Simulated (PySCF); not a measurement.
**Titanium: a sound run and one with changed settings**

Sound run: Ti(2+) [Ar] 3d2, Ti(3+) [Ar] 3d1. Calculation: PySCF 2.14, in pcseg-2; the non-relativistic Hamiltonian (point nucleus). The sound run starts from symmetry-adapted Hartree-Fock orbitals and uses a fine grid where one is needed.

Changed run: initial guess minao, at most 50 SCF cycles, level shift 0.5 hartree.

```csv
species,method,sound run (hartree),changed run (hartree),converged
Ti(2+),UHF,-847.72082,-847.54612,yes
Ti(2+),TPSS,-848.64177,-848.64177,yes
Ti(2+),B3LYP,-848.62658,-848.62658,yes
Ti(3+),UHF,-846.74055,-846.74055,yes
Ti(3+),TPSS,-847.61016,-847.61016,yes
Ti(3+),B3LYP,-847.59276,-847.59276,yes
```

Ionisation energy of Ti(2+):

| method | sound run (eV) | changed run (eV) |
| --- | --- | --- |
| TPSS | 28.072 | 28.072 |
| B3LYP | 28.132 | 28.132 |

The plain start fixes occupations by D2h representation alone, and Ti(2+) at UHF landed in another state (other ⟨L²⟩ or ⟨S²⟩). A level shift slows the SCF but leaves a converged energy unchanged.

For comparison, NIST gives 27.492 eV between the lowest levels.
